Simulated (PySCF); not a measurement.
**Ionisation energy of I⁴¹⁺ by level of theory**

I⁴¹⁺ [Ne] 3s2 (1S) → I⁴²⁺ [Ne] 3s1 (2S), as a difference of total energies. All numbers are calculated (PySCF 2.14, the spin-free X2C one-electron Hamiltonian (Gaussian nucleus), in an uncontracted even-tempered set (18 s from 8 bohr⁻², ratio 2.5; 12 p from 10 bohr⁻², ratio 2.5; 4 d from 38 bohr⁻², ratio 2.7; 4 f from 58 bohr⁻², ratio 2.7)). Correlated levels: outer shells: 1s2 frozen; virtual orbitals above 40 to 60 times the deepest correlated orbital energy dropped. The calculations carry no spin-orbit coupling.

| method | ionisation energy (eV) |
| --- | --- |
| UHF | 3096.8 |
| MP2 (outer shells) | 3100.3 |
| SCS-MP2 (outer shells) | 3100.7 |
| CCSD (outer shells) | 3100.9 |
| CCSD(T) (outer shells) | 3101.0 |

Problem. How much does correlation contribute at CCSD(T) (outer shells)?

Solution. 3101.0 − (3096.8) = 4.2 eV, measured against UHF.

Breit and QED terms and the two-electron picture change are absent.

For comparison: 3096 ± 4 eV (theoretical estimate listed by NIST; NIST Atomic Spectra Database, ionization energies).
